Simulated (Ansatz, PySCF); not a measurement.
H₆Cl₃NSi₃, singlet, geometry from GFN2-xTB, with bond 2-1 at 1.4 times its length. Base run: CASSCF(2,3)/STO-3G in PySCF.

Input for PySCF:
```python
from pyscf import gto, scf, mcscf
import numpy

mol = gto.Mole()
mol.atom = '''
    Si    0.78859130   -0.23968775   -0.35486833
    Cl    0.99759689    2.11855751   -1.93876833
    Cl    2.59704284   -1.16209366   -0.47176468
    Cl   -0.50368807   -1.46754938   -1.37164091
    Si   -0.03836156    0.18278261    1.78131050
    Si   -2.27229978    0.81361851    1.83787231
    N    -2.78174108    0.85324806    0.19543616
    H     0.22048804   -1.03338483    2.57078410
    H     0.85474762    1.18256183    2.38678798
    H    -3.05961454   -0.07244556    2.71879022
    H    -2.51272609    2.17742976    2.31858511
    H    -3.68199987    1.23823735   -0.03950808
    H    -2.57073495    0.08366559   -0.42016668
'''
mol.basis = 'sto-3g'
mol.verbose = 3
mol.build()

mf = scf.RHF(mol)
mf.kernel()
mc = mcscf.CASSCF(mf, 3, 2)
mc.fix_spin_(ss=0.0)
mc.kernel()
occ = numpy.linalg.eigvalsh(mc.fcisolver.make_rdm1(mc.ci, mc.ncas, mc.nelecas))[::-1]
ss = mc.fcisolver.spin_square(mc.ci, mc.ncas, mc.nelecas)[0]
print('natural occupations', occ.round(4), ' <S^2>', round(ss, 4))
```

Programs used: Ansatz (a first-principles code), PySCF; a row that names a program was run with it.

Each row names what was changed in the base input (with any setting that the change needs).

```tsv
change	ΔE vs base (kcal/mol)	natural occupations	<S^2> of the state
base	0.000	1.85 0.15 0.00	0.00
conv_tol = 1e-5	0.014	1.85 0.15 0.00	0.00
active space = 2 electrons, 2 orbitals	0.015	1.85 0.15	0.00
active space = 6 electrons, 4 orbitals	-0.76	2.00 2.00 1.85 0.15	0.00
code = ansatz	0.013	-	-
start = MP2 natural orbitals	-0.003	1.85 0.15 0.00	0.00
active space = 6 electrons, 8 orbitals	-15.72	1.98 1.98 1.85 0.15 0.02 0.02 0.00 0.00	0.00
code = ansatz; correction = SC-NEVPT2, all electrons	-102.1	-	-
fix_spin_ = off	0.000	1.85 0.15 0.00	0.00
active space = 4 electrons, 6 orbitals	-6.24	1.98 1.85 0.15 0.02 0.00 0.00	0.00
correction = SC-NEVPT2	-101.9	1.85 0.15 0.00	0.00
```

Active orbitals are taken around the Fermi level unless the row says otherwise; CASSCF can end in different local minima, and two programs can end on different orbitals. State-averaged rows give the lowest state.

Ansatz warned in this series: the state or the total is in doubt.
